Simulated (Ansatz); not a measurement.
Program: Ansatz 0.2.0.

A structure relaxed at PBE0-D4/def2-TZVP, charge 0, multiplicity 1:

```xyz
11

C    -1.3212   -0.6678   -2.2367
C    -1.2628   -0.8253   -1.0459
O    -1.2076   -0.9909    0.2269
Ge    0.3768   -0.5879    1.0596
C     0.7876    1.2516    0.6274
H    -1.4004   -0.5464   -3.2886
H     0.0264   -0.8483    2.5280
H     1.4001   -1.5917    0.5087
H     0.8039    1.3687   -0.4567
H     0.0319    1.9148    1.0481
H     1.7653    1.5233    1.0292
```

**Question.** Give its formula and SMILES.

**Answer.** C3H6GeO, `C#C[O][GeH2][CH3]`.

**Question.** Summarise the bond lengths by kind.

**Answer.** 1 × C–C 1.203 Å; 4 × C–H 1.062 to 1.091 Å; 1 × C–O 1.285 Å; 1 × Ge–O 1.835 Å; 1 × C–Ge 1.934 Å; 2 × Ge–H 1.532 to 1.536 Å.
